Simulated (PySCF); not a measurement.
A species of formula C6H9NSi has this rotational fingerprint, computed with PBE0-D3(BJ)/def2-SVP geometry optimisation, gas phase (PySCF 2.14.0):

| Item | Value |
| --- | --- |
| Rotational constants | A = 3290, B = 764.5, C = 686.1 MHz |
| Dipole components | \|μa\| = 1.28 D, \|μb\| = 0.13 D, \|μc\| = 0.76 D |
| Inertial defect | -78.06 u·Å² |
| κ | -0.94 |

Question: Which structure is it? (One computed conformer of each.)
A. `[CH:1]#[C:2][SiH2:3]/[N:4]=[CH:5]/[CH:6]=[CH:7]\[CH3:8]` with C2–Si3–N4–C5 -121°, N4–C5–C6–C7 5°
B. `[SiH3:1][CH2:2][c:3]1[cH:4][cH:5][cH:6][cH:7][n:8]1` with Si1–C2–C3–C4 89°
C. `[N:1]#[C:2][C@:3]1([CH2:4][SiH3:5])[C@@H:6]2[CH2:7][C@H:8]12` with C2–C3–C4–Si5 67°

Answer: A. It is C#C[SiH2]/N=C/C=C\C, a near-prolate asymmetric top, point group C1. The candidates at the same level (rigid rotor, commonest isotopes):

```json
{"SMILES": "C#C[SiH2]/N=C/C=C\\C", "A (MHz)": "3290", "B (MHz)": "764.5", "C (MHz)": "686.1", "μa (D)": "1.28", "μb (D)": "0.13", "μc (D)": "0.76", "Δ (u·Å²)": "-78.06", "point group": "C1", "rotor": "near-prolate asymmetric top"}
{"SMILES": "[SiH3]Cc1ccccn1", "A (MHz)": "4025", "B (MHz)": "1032", "C (MHz)": "929.2", "μa (D)": "0.98", "μb (D)": "1.58", "μc (D)": "0.15", "Δ (u·Å²)": "-71.40", "point group": "C1", "rotor": "near-prolate asymmetric top"}
{"SMILES": "N#C[C@]1(C[SiH3])[C@@H]2C[C@@H]21", "A (MHz)": "2636", "B (MHz)": "1286", "C (MHz)": "997.6", "μa (D)": "0.15", "μb (D)": "4.45", "μc (D)": "0.80", "Δ (u·Å²)": "-77.95", "point group": "C1", "rotor": "asymmetric top"}
```

`N#C[C@]1(C[SiH3])[C@@H]2C[C@@H]21` has B 68 % too high; `[SiH3]Cc1ccccn1` has C 35 % too high. No structure here is proved a minimum.
